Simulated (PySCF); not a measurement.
# ²⁹Si chemical shifts

Single conformer, one averaged value for each set of equivalent atoms, no solvent model, no relativistic terms. GIAO PBE0/pcSseg-1 shieldings; geometry from GFN2-xTB; PySCF.

Shieldings were converted by a linear fit to measured shifts: ²⁹Si: δ = 279.94 − 0.822σ (rms 8.9 ppm, 72 shifts, 25.8 ppm with the 6 outliers that the fit left out vs TMS, solution or neat liquid). A few per cent of atoms miss by over 2 rms, more outside the fitted compound classes.

**Question.** Give the ²⁹Si shifts of `CNc1ccsc1[SiH3]`, `[SiH3]N[SiH]1[SiH2]CC[SiH2]1`.

**Answer.** 
```tsv
compound	environment	δ (ppm)
CNc1ccsc1[SiH3]	silicon bonded to C, 3 H	-81.1
[SiH3:1][NH:2][SiH:3]1[SiH2:4][CH2:5][CH2:6][SiH2:7]1	Si3: silicon bonded to N, 2 Si, H, in a 5-membered ring	-32.8
[SiH3:1][NH:2][SiH:3]1[SiH2:4][CH2:5][CH2:6][SiH2:7]1	Si1: silicon bonded to N, 3 H	-53.3
[SiH3:1][NH:2][SiH:3]1[SiH2:4][CH2:5][CH2:6][SiH2:7]1	Si4/7: silicon bonded to C, Si, 2 H, in a 5-membered ring (×2)	-72.0
```

**Question.** Order these by ²⁹Si shift, lowest first.
A. CN[SiH2]c1cccs1
B. C/C(C=O)=C/C=C\[SiH2]C#N
C. COC(=O)[SiH2]F
D. C=CC[C@H](C#N)S[SiH3]

**Answer.** B (-77.1 ppm, silicon bonded to 2 C, 2 H), D (-57.8 ppm, silicon bonded to S, 3 H), A (-43.0 ppm, silicon bonded to C, N, 2 H), C (-24.4 ppm, silicon bonded to C, F, 2 H).
